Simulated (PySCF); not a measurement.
# Peak assignment

Cartesian coordinates in Å; atom numbers follow the order of the lines, from 1:
```xyz
13

F     2.956    0.868    1.195
B     1.962    0.843    0.328
F     2.126    1.544   -0.779
C     0.669    0.018    0.612
C    -0.432    0.138   -0.429
C    -1.627   -0.718   -0.104
F    -1.301   -2.016   -0.048
F    -2.157   -0.394    1.083
F    -2.588   -0.586   -1.022
H     0.974   -1.037    0.730
H     0.294    0.310    1.609
H    -0.080   -0.162   -1.427
H    -0.792    1.174   -0.518
```

- σ from GIAO-KT2/pcSseg-1
- couplings computed with B3LYP/pcJ-1 (spin–dipole term only in couplings to heteroatoms)
- coordinates at the PBE0-D3(BJ)/def2-SVP level
- code: PySCF 2.14.0 with density-fitted response routines
- a single conformation, averaged over atoms made equivalent by symmetry, fast rotation or ring inversion, isolated molecule, non-relativistic Hamiltonian

Shifts are taken against calculated references (same method and geometry level): ¹³C and ¹H vs TMS.

**Question.** Assign these signals to the numbered atoms. ¹³C{¹H} NMR (computed): δ 131.9 (q, J = 341.2 Hz), 30.3 (qt, J = 32.7, 3.1 Hz), 7.1 (tq, J = 31.7, 2.5 Hz).

**Answer.** 
131.9 → C6, CF3 carbon: 3 electronegative neighbours deshield it
30.3 → C5, sp3 CH2: a saturated carbon with 2 carbon neighbours and no heteroatom attached
7.1 → C4, sp3 CH2 bonded to B

**Question.** Assign these signals to the numbered atoms. ¹H NMR (400 MHz, computed): δ 1.80 (qt, J = 9.6, 8.3 Hz, 2H), 1.22 (tt, J = 8.3, 3.7 Hz, 2H).

**Answer.** 
1.80 → H12/H13, hydrogen on an sp3 CH2
1.22 → H10/H11, hydrogen on an sp3 CH2 bonded to B

A carbon bonded to boron is broadened by the quadrupolar boron nucleus and is often missing from a measured spectrum. C–F couplings over four or more bonds (about 3 Hz to the para carbon of a fluoroarene) are left out. Common functionals overestimate the size of one-bond C–F couplings by tens of Hz; these are unscaled. Splittings below 1 Hz are ignored in the labels, and close J values are merged. Unscaled 3J(H,H) at this level run about 10 % above measured values. Shifts are as computed. Against solution values, carbons near 30 ppm lie about +2 ppm off and those near 130 ppm about -5 ppm. Of 1211 compounds with measured shifts, 218 miss one by over three times the rms of a fit or turn the order of signals round; such compounds aren't used in these exercises. Chain 3J(H,H) values assume equally populated staggered rotamers: (2 J gauche + J anti)/3. Only one conformer was computed, so three-bond couplings in flexible chains and rings are approximate.
